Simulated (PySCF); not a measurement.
PySCF input file for GeI, SMILES [Ge][I] (connectivity only; charge and spin as stated), charge +1, multiplicity 1, C-PCM-M06-2X/def2-SVP. Geometry: B3LYP-D3(BJ)/def2-TZVP. The multiplicity is an assumed one; other spin states were not compared. The def2 effective core potentials stand for the cores of I; spin–orbit coupling is left out.

```python
import numpy as np
from pyscf import gto, scf, dft
from pyscf.solvent import pcm

mol = gto.M(
    atom='''
    Ge    0.00000000    0.00000000   -1.50938002
    I     0.00000000    0.00000000    0.91132378
    ''',
    basis='def2-SVP',
    ecp={'I': 'def2-svp'},
    charge=1,
    spin=0,
    max_memory=1600,
    verbose=3,
)
mf = dft.RKS(mol, xc='m06-2x').density_fit(auxbasis='def2-universal-jkfit')
mf.grids.level = 4
mf.conv_tol = 1e-9
mf.max_cycle = 100
mf.kernel()
res = {}
for name, eps in {'water': 78.355, '1-octanol': 9.8629, 'cyclohexanone': 15.619}.items():
    s = mf.PCM()
    s.with_solvent.method, s.with_solvent.eps, s.with_solvent.lebedev_order = 'C-PCM', eps, 29
    s.kernel(mf.make_rdm1())
    res[name] = (s.e_tot, eps, s.dip_moment(), s.mo_energy, s.converged)
    print(f'{name}: electrostatic solvation free energy {(s.e_tot - mf.e_tot) * 627.509474:.3f} kcal/mol')
```

Log of the run:

```
converged SCF energy = -2374.10369022589

WARN: PCM is an experimental feature. It is still in testing.
Features and APIs may be changed in the future.

converged SCF energy = -2374.19841474501

WARN: System has nonzero charge 1; the dipole moment is origin-dependent.
Location of origin: [0. 0. 0.]

Dipole moment(X, Y, Z, Debye):  0.00000,  0.00000, -5.14358
water: electrostatic solvation free energy -59.441 kcal/mol

WARN: PCM is an experimental feature. It is still in testing.
Features and APIs may be changed in the future.

converged SCF energy = -2374.18979890315

WARN: System has nonzero charge 1; the dipole moment is origin-dependent.
Location of origin: [0. 0. 0.]

Dipole moment(X, Y, Z, Debye): -0.00000,  0.00000, -5.01143
1-octanol: electrostatic solvation free energy -54.034 kcal/mol

WARN: PCM is an experimental feature. It is still in testing.
Features and APIs may be changed in the future.

converged SCF energy = -2374.19342769038

WARN: System has nonzero charge 1; the dipole moment is origin-dependent.
Location of origin: [0. 0. 0.]

Dipole moment(X, Y, Z, Debye):  0.00000,  0.00000, -5.06590
cyclohexanone: electrostatic solvation free energy -56.311 kcal/mol
```

The calculation finished and met its thresholds.

Cost: about 12 core-seconds (a rough figure).
